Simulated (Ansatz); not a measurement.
Geometry optimisation, Ansatz 0.2.0, RKS r2SCAN/def2-SVP.

Input file:

```yaml
crystal:
  periodic: [false, false, false]
  atoms:
    - { symbol: In, position_ang: [-0.571899, -0.746975, -0.325512] }
    - { symbol: Cl, position_ang: [0.883378, -2.652199, -0.627499] }
    - { symbol: H, position_ang: [-1.667389, -1.918352, -0.916819] }
    - { symbol: C, position_ang: [0.228872, 1.096196, 0.374486] }
    - { symbol: H, position_ang: [0.226655, 1.089171, 1.474242] }
    - { symbol: H, position_ang: [1.25834, 1.175376, -0.001275] }
    - { symbol: H, position_ang: [-0.357857, 1.956782, 0.022478] }
basis:
  gaussian: { orbitals: def2-SVP }
hamiltonian:
  xc: r2scan
relax:
  f_tol: 0.03
  max_steps: 50
```

Command:

```bash
$ ansatz run input.yaml --threads 2 --pin off --max-ram 3072MiB --backend cpu --events-out ev --progress --plain --runs-dir out
```

Problem. Where does it end, and by what steps?

Solution. The run converged. After 4 steps the energy has fallen by 0.465 eV; H3 moved furthest, 0.50 Å.

```tsv
step	energy less start (eV)	largest force component (eV/Å)	accepted
0	0.0000	0.931	yes
1	-0.2957	0.534	yes
2	-0.4405	0.250	yes
3	-0.4640	0.078	yes
4	-0.4646	0.028	yes
```

```xyz
7
Properties=species:S:1:pos:R:3
In -0.507 -0.893 -0.374
Cl 1.234 -2.511 -0.509
H -2.013 -1.556 -0.864
C 0.225 0.999 0.335
H 0.207 0.993 1.436
H 1.262 1.146 0.002
H -0.408 1.822 -0.026
```

Time of the run: 15 s on 2 threads of Arm Neoverse V1 (shared host), peak memory 0.14 GiB.
